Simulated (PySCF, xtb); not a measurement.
C₃H₅BO₂, SMILES C=CB(O)C=O. Other conformers were not sampled.

Harmonic wavenumbers (cm⁻¹) from GFN2-xTB (xtb 6.7.1) at its own minimum, in rising order: 49, 109, 140, 204, 322, 373, 541, 568, 721, 754, 847, 929, 935, 1021, 1038, 1130, 1300, 1341, 1372, 1407, 1650, 1721, 2717, 3032, 3082, 3117, 3484.

### Question
What does PBE-D3(BJ)/def2-SVP (PySCF) give at its own minimum? (The exact figures need the calculation; the answer reports its results.)

### Answer
64, 161, 169, 251, 380, 386, 580, 589, 769, 797, 939, 968, 974, 996, 1015, 1207, 1271, 1344, 1370, 1431, 1632, 1708, 2783, 3053, 3066, 3152, 3451. Paired by order, the mean absolute difference is 34 cm⁻¹ and the zero-point energies are 48.5 and 49.3 kcal/mol.
